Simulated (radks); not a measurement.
All-electron atom: Ti1.25+ in [Ar] 3d1.75 4s1 (fractional occupations, a model configuration).

Method: scalar-relativistic Kohn-Sham, PBE, spin-unpolarised, spherical densities, finite nucleus; Fermi nuclear charge, rms radius 3.5921 fm; computed with a radial shooting solver on a logarithmic mesh with Libxc functionals.

Energy parts (Ry):
| part | energy |
|---|---|
| total | -1706.34880 |
| kinetic | 1720.75857 |
| electron-nucleus | -4040.82556 |
| Hartree | 697.03648 |
| exchange-correlation | -83.31830 |

Orbitals (lengths in bohr, moments of r in powers of bohr; r(90%) holds 90 % of the orbital's charge):
orbital  occ.  eigenvalue (Ry)  r(90%)      <r^4>
1s          2        -358.6523   0.124  0.0001092
2s          2        -40.26333   0.505    0.02747
2p          6        -33.45158   0.477    0.02217
3s          2         -5.38848    1.50      2.192
3p          6         -3.63708    1.66      3.300
3d       1.75         -1.05911    2.51      18.48
4s          1         -0.90736    4.53      178.8

The highest occupied level is 4s at -12.345 eV. The electron density at the nucleus is 8544 e/bohr^3 (large components only). The density falls to 0.001 e/bohr^3 at r = 4.10 bohr. Summed over all electrons, <r^2> = 27.02 bohr^2, which gives a Langevin (diamagnetic) susceptibility term of -21.4 x 10^-6 cm^3/mol.
